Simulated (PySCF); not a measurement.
Predicted microwave data (PBE0-D3(BJ)/def2-SVP geometry optimisation, gas phase in PySCF 2.14.0) for one isomer of Ge2H8Si:

| Quantity | Value |
| --- | --- |
| Rotational constants | A = 5312, B = 1234, C = 1040 MHz |
| Dipole components | \|μa\| = 0.00 D, \|μb\| = 0.06 D, \|μc\| = 0.00 D |
| Inertial defect | -18.54 u·Å² |
| κ | -0.91 |

Question: Which candidate fits, each taken in the one conformer that was computed?
A. `[H][Si]([H])([GeH3])[GeH3]`
B. `[SiH3][GeH2][GeH3]`

Answer: B. It is [SiH3][GeH2][GeH3], a near-prolate asymmetric top, point group Cs. The candidates at the same level (rigid rotor, commonest isotopes):

```
                    SMILES  A (MHz)  B (MHz)  C (MHz)  μa (D)  μb (D)  μc (D)  Δ (u·Å²)  point group                        rotor
        [SiH3][GeH2][GeH3]     5312     1234     1040    0.00    0.06    0.00    -18.54           Cs  near-prolate asymmetric top
[H][Si]([H])([GeH3])[GeH3]     7636    819.9    761.0    0.01    0.05    0.02    -18.50      near C2  near-prolate asymmetric top
```

`[H][Si]([H])([GeH3])[GeH3]` has A 44 % too high. In the right answer the mirror of this Cs structure is the ab plane, so μc vanishes by symmetry. No structure here is proved a minimum.
